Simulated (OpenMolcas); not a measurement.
Ce3+ with 6 ligands (oxide) in trigonal antiprismatic coordination (D3d), a polar angle of 55.8° against the regular 54.74°. A charge of +1.5 e stands 2.8 Å behind each ligand. Ligand basis ANO-RCC-VDZP.

```json
{
  "Program": "OpenMolcas 26.06",
  "Method": "SS-CASPT2, IPEA 0.25 Eh, imaginary shift 0.1 Eh (closed shells correlated: 5s 5p and the ligand valence shells)",
  "Basis": "ANO-RCC-VDZP [7s6p4d2f1g]",
  "Scalar Hamiltonian": "DKH2, point nucleus",
  "Active space": "1 electron in 7 orbitals (4f)",
  "State averaging": "2S+1 = 2 odd, 7 roots",
  "Spin-orbit coupling": "state interaction with AMFI integrals over the reference wave functions"
}
```

All ligands move together. At R = 2.3 Å the width of the lowest J multiplet is 982 cm-1, and at R = 2.39 Å it is 920 cm-1.

**Question.** A third run gives 780 cm-1. What distance was it run at?

**Answer.** With a power law R^-n the two known points give n = -ln(920 / 982) / ln(2.39 / 2.3) = 1.70. Then R = 2.3 × (982 / 780)^(1/1.70) = 2.634 Å. The run was at 2.52 Å, so the estimate is off by +0.114 Å.

Roots that are degenerate in the reference are averaged as groups; the widest CASPT2 spread within a group is 41 cm-1 (the 2-fold group of multiplicity 2 near 606 cm-1 above the lowest state of its run, R = 2.39). Shifts and gaps below about the spread of the groups concerned are not significant. Over all roots computed the reference weight is 0.63 in R = 2.3, 0.63 in R = 2.39, 0.63 in R = 2.52; a low but even weight reflects the number of correlated electrons. The oxide ions are held by bare point charges, a crude embedding. Splittings of an f shell from a small cluster at a set distance can be off by tens of per cent, mostly too small. No measured value stands beside these numbers; the geometry was imposed, not optimised, and the real ion may take another.
